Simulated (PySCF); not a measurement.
Sn(F)2(Cl)(OMe) (CH₃ClF₂OSn), SMILES [Sn]([F])([F])([Cl])[O]C.

Geometry optimised at PBE0-D3(BJ)/def2-SVP. The structure was generated by enumeration; whether it is a known compound was not checked. The def2 effective core potentials stand for the cores of Sn; spin–orbit coupling is left out. Other conformers were not sampled.

All values below come from PySCF with TDA-PBE/def2-SVPD.

Vertical excitations. Gas-phase values at a fixed geometry. State labels are in the subgroup Cs.

Computed UV-visible absorptions:
```tsv
state	symmetry	energy (eV)	λ (nm)	f	main pairs
S1	A"	3.37	367	0.003	HOMO→LUMO 100 %
S2	A'	4.50	276	0.103	HOMO−1→LUMO 93 %
S3	A'	4.77	260	0.007	HOMO−3→LUMO 99 %
S4	A"	4.78	260	0.009	HOMO−2→LUMO 99 %
S5	A"	5.60	222	0.013	HOMO−4→LUMO 90 %
S6	A"	5.64	220	0.003	HOMO−6→LUMO 92 %
S7	A'	5.82	213	0.049	HOMO−5→LUMO 87 %
S8	A'	5.87	211	0.018	HOMO−7→LUMO 95 %
S9	A"	6.79	183	0.003	HOMO→LUMO+2 99 %
S10	A'	6.95	178	0.053	HOMO→LUMO+1 88 %
T1	A"	3.06	405	0	HOMO→LUMO 100 %
T2	A'	3.66	339	0	HOMO−1→LUMO 100 %
T3	A"	4.39	283	0	HOMO−2→LUMO 100 %
T4	A'	4.41	281	0	HOMO−3→LUMO 100 %
```
Triplets are in the Tamm–Dancoff approximation.
